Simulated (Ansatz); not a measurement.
Compare A (`N=C([SiH3])[SeH]`) with its isomer B (`C1N[SiH2][Se]1`).

Program: Ansatz. Geometries: PBE0-D4/def2-TZVP. ΔE: electronic, gas phase. CCSD(T)/CBS adds triple-zeta CCSD(T) − MP2 to the extrapolated MP2 energy (def2 sets, frozen cores). DFT in def2-TZVPP. B3LYP here is the variant with VWN-RPA as its local correlation; programs differ in this. For Se outer-core shells are correlated without core-valence functions, which leaves a few kJ/mol of doubt a bond. Scalar relativity is left out up to krypton. One conformer a species, not always the lowest.

A:

```xyz
9

N     1.8570   -0.1414   -0.6365
C     0.7191   -0.4210   -0.1607
Si   -0.7300    0.7724    0.0822
Se    0.4462   -2.2492    0.3640
H     1.9244    0.8442   -0.8910
H    -0.2814    2.1094   -0.3860
H    -1.1018    0.8202    1.5185
H    -1.8968    0.3073   -0.7089
H    -0.9366   -2.0418    0.8184
```

B:

```xyz
9

C    -0.6043   -1.0468    0.2815
N    -0.2294   -0.1130   -0.7570
Si    0.6559    1.1169    0.0406
Se    0.1165   -0.1014    1.8848
H    -0.1205   -2.0235    0.2020
H    -1.6836   -1.1706    0.3994
H    -0.3383   -0.3790   -1.7203
H     2.1052    1.2230   -0.2901
H     0.0984    2.4945   -0.0409
```

(1) Which is lower in electronic energy at CCSD(T)/CBS, and by how much? (An estimate is asked.)

(2) Give E(B) − E(A) in kcal/mol with B3LYP-D4, r2SCAN-D4, B3LYP, B2PLYP, CCSD/def2-TZVPP, MP2/def2-TZVPP, PBE-D4. (An estimate is asked.)

Largest T1 diagnostic: 0.012.

Answers

(1) The calculation gave: B, by 35.8 kcal/mol.

(2) The calculation gave: B3LYP-D4 -31.3, r2SCAN-D4 -33.5, B3LYP -31.1, B2PLYP -33.1, CCSD/def2-TZVPP -34.9, MP2/def2-TZVPP -37.5, PBE-D4 -31.9. None reverses the order clearly.

From PBE to PBE0 (25 % exact exchange), in def2-TZVPP and without D4, E(B) − E(A) moves by −5.3 kcal/mol.
